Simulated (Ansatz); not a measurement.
C2H7BOS, SMILES `COB(C)S` from Hartree–Fock to CCSD(T)

```csv
atom,x (Å),y (Å),z (Å)
C1,1.663,-0.684,1.032
O2,0.996,0.247,0.205
B3,-0.295,0.098,-0.169
C4,-0.951,1.183,-1.088
S5,-1.215,-1.372,0.421
H6,2.685,-0.333,1.171
H7,1.174,-0.760,2.008
H8,1.684,-1.675,0.569
H9,-1.319,0.743,-2.020
H10,-1.815,1.643,-0.599
H11,-0.240,1.972,-1.339
H12,-2.367,-1.062,-0.190
```

Total charge 0; spin multiplicity 1. The geometry is a stationary point of PBE0-D4/def2-TZVP. It is one conformer, not always the lowest. Frozen core, restricted reference, Ansatz 0.2.0. CBS rows extrapolate triple and quadruple zeta; past MP2 they add the triple-zeta difference.

```csv
basis,HF (Eh),MP2 corr.
def2-SVP,-576.71645,-0.68683
def2-TZVPP,-577.05777,-0.86603
def2-QZVPP,-577.07749,-0.92940
```

Question: Estimate the CCSD correlation energy and the (T) correction in each basis where they were run (hartree).

Answer: 
| basis | CCSD corr. | (T) |
| --- | --- | --- |
| def2-SVP | -0.74432 | -0.02114 |
| def2-TZVPP | -0.91602 | -0.03725 |
| CBS(def2) | -1.02634 | as TZ |
